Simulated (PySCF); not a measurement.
Compound: C6H7N (charge +1 and doublet state).
Numbering: `[CH2:1][CH+:2][n:3]1[cH:4][cH:5][cH:6][cH:7]1` (hydrogens: H8, H9 on C1; H10 on C2; H11 on C4; H12 on C5; H13 on C6; H14 on C7)

Geometry (GFN2-xTB, Å), atoms numbered from 1 in this order:
```xyz
14
C6H7N angstrom
C     -2.4150    0.1956    0.3289
C     -1.4806   -0.4019   -0.4298
N     -0.1285   -0.1873   -0.3382
C      0.5190    0.6979    0.5661
C      1.8599    0.6326    0.3524
C      2.0702   -0.2976   -0.6923
C      0.8061   -0.7756   -1.0840
H     -3.4550   -0.0407    0.1808
H     -2.1937    0.9157    1.0983
H     -1.7615   -1.1202   -1.1908
H     -0.0332    1.2867    1.2714
H      2.6201    1.1802    0.8740
H      3.0134   -0.5912   -1.1145
H      0.5781   -1.4946   -1.8495
```

The hyperfine couplings belong to this conformer and change with its torsions.

Computed with UKS B3LYP, pcH-1 on C H N, non-relativistic, mean-field spin-orbit, GIAO (PySCF). Isolated species at its GFN2-xTB geometry (one conformer only). Couplings are sensitive to structure, and on GFN2-xTB geometries they can be far from those on DFT ones, by a factor of two or more for some ions and for spin on atoms past the first row. Stability of the SCF solution: not tested.

Give the principal g shifts and their parts.

```
                    Δg (ppm)     1     2     3
relativistic mass correction  -153  -153  -153
            gauge correction     1    39    33
   orbital Zeeman/spin–orbit     0   215   803
                       total  -151   101   683
```

So g = 2.00217, 2.00242, 2.00300 and g_iso = 2.00253; the tensor is rhombic: the two nearest values differ by 30 % of g3 − g1. Axes: g1 is normal to the molecular plane, g2 points within 5° of the C1–C2 bond and g3 points within 15° of the N3–C4 bond.

What are the electron Larmor frequencies g μB B/h along the three axes at 3350 mT?

93.8765, 93.8883, 93.9156 GHz for g1, g2 and g3, a range of 39.1 MHz.

Average each term over the three axes. Which is largest in size?

The orbital-Zeeman/spin–orbit term 339, the mass correction -153 and the gauge correction 25 ppm, for a total of 211 ppm. The orbital-Zeeman/spin–orbit term is the largest in size. The mass correction is the same along every axis, so the anisotropy comes from the other two: their spans along these axes are 38 (gauge) and 803 ppm (orbital Zeeman/spin–orbit).

At 9.508 GHz, how far is the centre of the isotropic spectrum from where a free electron (g = 2.002319) resonates?

B = hν/(g μB) with μB/h = 13.99624 MHz/mT gives 339.27 mT for the free electron and 339.23 mT at g_iso, 0.04 mT lower.

In a frozen sample, at which fields do the three g values resonate at 9.5, 34, 94 and 263 GHz (hyperfine left aside), and which band first spreads them over more than twice a line width of 0.5 mT?

```csv
band,GHz,B(g3) mT,B(g2) mT,B(g1) mT,spread mT
X,9.5,338.87,338.97,339.01,0.14
Q,34.0,1212.79,1213.14,1213.30,0.51
W,94.0,3353.01,3353.98,3354.41,1.40
J,263.0,9381.29,9384.02,9385.20,3.91
```

The spread grows in proportion to the frequency. W band is the first where it exceeds 1.0 mT.

The largest Mulliken spin populations are on C6 (+0.44), C4 (+0.39), C1 (+0.22) and C5 (-0.18). Three atoms exceed +0.15. The positive populations add up to 1.25 and the negative ones to -0.25, together 2S = 1.

The HOMO–LUMO gaps are 5.70 eV among the α and 1.86 eV among the β orbitals.

The SMILES draws the unpaired electron on C1; the largest computed Mulliken spin population is on C6 (0.44 against 0.22).
